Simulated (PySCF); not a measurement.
Correlation energy of Ni (nickel, neutral)

[Ar] 3d10, closed-shell 1S (an excited configuration). Calculation: PySCF 2.14, in def2-TZVPPD (6s6p4d2f1g, 67 functions); no relativity, point nucleus. Frozen: [Ne]; 18 electrons correlated.

```json
{"level": "CCSD", "correlation energy (mhartree)": "-759.90"}
{"level": "(T)", "correlation energy (mhartree)": "-30.55"}
{"level": "CCSD(T)", "correlation energy (mhartree)": "-790.45"}
```

Diagnostics: T1 = 0.024, D1 = 0.0462, largest double amplitude 0.024.

Question: Is a single reference adequate?

Answer: Yes: T1 lies below 0.03 and no double amplitude reaches 0.07.

This basis was not built for core-valence correlation, so the inner-shell part is incomplete.
